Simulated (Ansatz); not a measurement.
Start from `[CH3][Ga]([NH2])[NH2]` and change one atom or group to get `[CH3][Ga]([NH2])[OH]`.

Ansatz, PBE0-D4/def2-TZVP geometries, multiplicity 1. Each molecule was computed in one conformer, which needn't be the lowest.

Scalar relativity is left out up to krypton.

| property | `[CH3][Ga]([NH2])[NH2]` |
| --- | --- |
| size of the dipole moment (PBE/def2-TZVPP) / D | 0.23 |
| HOMO–LUMO gap (B3LYP/def2-TZVPP) / eV | 6.42 |
| LUMO energy (B3LYP/def2-TZVPP) / eV | 0.09 |
| LUMO energy (ωB97M-V/def2-TZVPP) / eV | 1.92 |
| HOMO–LUMO gap (ωB97M-V/def2-TZVPP) / eV | 10.87 |
| LUMO energy (PBE0/def2-TZVPP) / eV | 0.44 |

Question: Give the same properties after the change, and the shifts. (An estimate is asked.)

Answer: The calculation gave: 
| property | `[CH3][Ga]([NH2])[OH]` | shift |
| --- | --- | --- |
| size of the dipole moment (PBE/def2-TZVPP) / D | 1.69 | 1.46 |
| HOMO–LUMO gap (B3LYP/def2-TZVPP) / eV | 6.67 | 0.25 |
| LUMO energy (B3LYP/def2-TZVPP) / eV | -0.17 | -0.26 |
| LUMO energy (ωB97M-V/def2-TZVPP) / eV | 1.72 | -0.20 |
| HOMO–LUMO gap (ωB97M-V/def2-TZVPP) / eV | 11.21 | 0.34 |
| LUMO energy (PBE0/def2-TZVPP) / eV | 0.19 | -0.25 |

With PBE0 the HOMO falls by 0.51 eV and the LUMO falls by 0.25 eV, so the gap widens by about 0.26 eV. PBE moves the HOMO by -0.50 eV and ωB97M-V by -0.53 eV. Dipoles are sizes alone; their direction can turn.

B3LYP here is the variant with VWN-RPA as its local correlation; programs differ in this.
